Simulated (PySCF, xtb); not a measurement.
C₂H₁₀GeSi, SMILES C[SiH](C)[GeH3].

xtb with GFN2-xTB at its own geometry gives an orbital gap of 5.41 eV and a dipole moment of 1.95 D.

Geometry optimised at PBE0-D3(BJ)/def2-SVP. The structure was generated by enumeration, and PubChem lists no compound with its InChIKey, so it may never have been made.

Q: What does PySCF with ωB97X/def2-TZVP give? (The exact figures need the calculation; the answer reports its results.)

A: gap 12.37 eV (levels -9.92 and 2.45 eV), dipole 1.28 D.
